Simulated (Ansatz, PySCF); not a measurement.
C4H9FSi, SMILES C[C@H]1C[C@@]1(F)[SiH3]. Atoms are numbered in the order given.

```xyz
15

C     -1.5980    -0.0508     1.5778
C     -1.1886    -0.5989     0.2299
C     -1.1677     0.2572    -1.0133
C      0.1226    -0.2601    -0.4289
F      0.6928    -1.3130    -1.1362
Si     1.4780     0.8418     0.2873
H     -1.1323    -0.6185     2.3998
H     -2.6912    -0.1078     1.7049
H     -1.3094     1.0053     1.6912
H     -1.4691    -1.6431     0.0508
H     -1.3910     1.3250    -0.9212
H     -1.4771    -0.1995    -1.9572
H      2.2708     0.0916     1.3020
H      0.8645     2.0415     0.9254
H      2.3769     1.2785    -0.8168
```

Coordinates come from a B3LYP-D3(BJ)/def2-SVP optimisation. The structure was generated by enumeration; whether it is a known compound was not checked.

Two levels are set side by side: PBE-D3(BJ)/def2-SVP (Ansatz, a first-principles code) and B3LYP-D3(BJ)/def2-SVP (Ansatz). Each level has its own optimised geometry; the coordinates shown are those of the second. Frequencies come from the Hessian of PySCF at each geometry. Differences are taken from unrounded values.

| quantity | B3LYP-D3(BJ) | PBE-D3(BJ) | PBE-D3(BJ) minus B3LYP-D3(BJ) |
|---|---|---|---|
| mean bond length (Å) | 1.358 | 1.366 | 0.008 |
| bond C1–C2 (Å) | 1.512 | 1.512 | 0.001 |
| bond C2–C3 (Å) | 1.510 | 1.514 | 0.005 |
| bond C2–C4 (Å) | 1.506 | 1.513 | 0.007 |
| bond C3–C4 (Å) | 1.508 | 1.513 | 0.005 |
| bond C4–F5 (Å) | 1.391 | 1.396 | 0.005 |
| bond C4–Si6 (Å) | 1.888 | 1.895 | 0.007 |
| bond C1–H7 (Å) | 1.102 | 1.110 | 0.007 |
| bond C1–H8 (Å) | 1.102 | 1.110 | 0.007 |
| bond C1–H9 (Å) | 1.101 | 1.108 | 0.008 |
| bond C2–H10 (Å) | 1.096 | 1.104 | 0.008 |
| bond C3–H11 (Å) | 1.095 | 1.103 | 0.008 |
| bond C3–H12 (Å) | 1.093 | 1.101 | 0.008 |
| bond Si6–H13 (Å) | 1.490 | 1.503 | 0.013 |
| bond Si6–H14 (Å) | 1.491 | 1.505 | 0.014 |
| bond Si6–H15 (Å) | 1.489 | 1.502 | 0.013 |
| highest harmonic wavenumber (cm⁻¹) | 3217 | 3156 | -61 |
| mean harmonic wavenumber (cm⁻¹) | 1303 | 1266 | -37 |
| zero-point energy (kcal/mol) | 72.65 | 70.59 | -2.06 |

GGA bonds tend to be longer and softer than those of functionals with exact exchange. Differences between two approximate levels are no errors against the true value.
